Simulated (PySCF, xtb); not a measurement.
Mo(O)(NMe)(OH)(SH) (CH5MoNO2S), SMILES C[N]=[Mo](=[O])([OH])[SH], multiplicity 1.

GFN2-xTB (xtb) at its own geometry gives an orbital gap of 2.77 eV and a dipole moment of 4.62 D.

Geometry: B3LYP-D3(BJ)/def2-SVP. The multiplicity is an assumed one; other spin states were not compared. The def2 effective core potentials stand for the cores of Mo; spin–orbit coupling is left out. The values are those of a single conformer.

**Question.** What does M06-2X/def2-TZVP in PySCF give? (An estimate is asked for; the answer gives what the named calculation found.)

**Answer.** gap 7.56 eV (levels -8.75 and -1.19 eV), dipole 3.07 D.
